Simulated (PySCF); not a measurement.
Electronic absorption of C4H8O3Si

Species: C4H8O3Si.
SMILES: `C=CO[SiH2]CC(=O)O`

Theory: PySCF 2.14.0, density-fitted response routines, TDDFT wB97X-D/def2-SVPD, vertical, gas phase, core orbitals frozen in the response. Isolated species at its GFN2-xTB geometry (one conformer only). GFN2-xTB frequencies show an imaginary mode (22i cm⁻¹), so this geometry is no minimum at that level.

```json
{"state": "S1", "E (eV)": "6.00", "E (hartree)": "0.2206", "f": "0.0001", "main configurations (H = HOMO, L = LUMO)": "H-1→L (82%), H-1→L+1 (9%)"}
{"state": "S2", "E (eV)": "6.84", "E (hartree)": "0.2512", "f": "0.037", "main configurations (H = HOMO, L = LUMO)": "H→L+2 (71%), H→L+5 (10%), H→L (8%)"}
{"state": "S3", "E (eV)": "7.15", "E (hartree)": "0.2627", "f": "0.320", "main configurations (H = HOMO, L = LUMO)": "H→L+3 (88%)"}
{"state": "S4", "E (eV)": "7.29", "E (hartree)": "0.2679", "f": "0.0082", "main configurations (H = HOMO, L = LUMO)": "H→L+4 (47%), H→L+1 (29%)"}
{"state": "S5", "E (eV)": "7.71", "E (hartree)": "0.2833", "f": "0.0021", "main configurations (H = HOMO, L = LUMO)": "H→L (44%), H→L+5 (23%), H→L+6 (21%)"}
{"state": "S6", "E (eV)": "7.83", "E (hartree)": "0.2878", "f": "0.014", "main configurations (H = HOMO, L = LUMO)": "H→L+6 (62%), H→L (11%)"}
{"state": "S7", "E (eV)": "7.88", "E (hartree)": "0.2895", "f": "0.049", "main configurations (H = HOMO, L = LUMO)": "H-1→L+1 (57%)"}
{"state": "S8", "E (eV)": "7.92", "E (hartree)": "0.2911", "f": "0.035", "main configurations (H = HOMO, L = LUMO)": "H→L+5 (24%), H-1→L+1 (18%), H→L (15%)"}
```

Triplets (Tamm–Dancoff): T1 4.58 eV, H→L+3 (91%); T2 5.54 eV, H-1→L (80%), H-1→L+1 (9%); T3 6.37 eV, H-4→L (51%), H-3→L (22%).

The lowest singlet lies at 6.00 eV (207 nm, ultraviolet) and is dark (f under 0.0005); its leading configuration is HOMO-1→LUMO (82%). The strongest level in the table is S3 at 7.15 eV (173 nm, f = 0.320). Löwdin shares by element: HOMO carbon 63% or more, oxygen 23% or more; LUMO carbon 44% or more, oxygen 35% or more (atoms not listed hold the other 21%). The oscillator strengths of these states sum to 0.466; summed over the whole spectrum of an exact calculation they would give the number of electrons, 70 (Thomas–Reiche–Kuhn). The listed states span 1.92 eV, and the widest gap between neighbours is 0.83 eV (S1 to S2). Weighted by f, the mean energy of these states is 7.28 eV. The window holds the lowest 8 singlets.
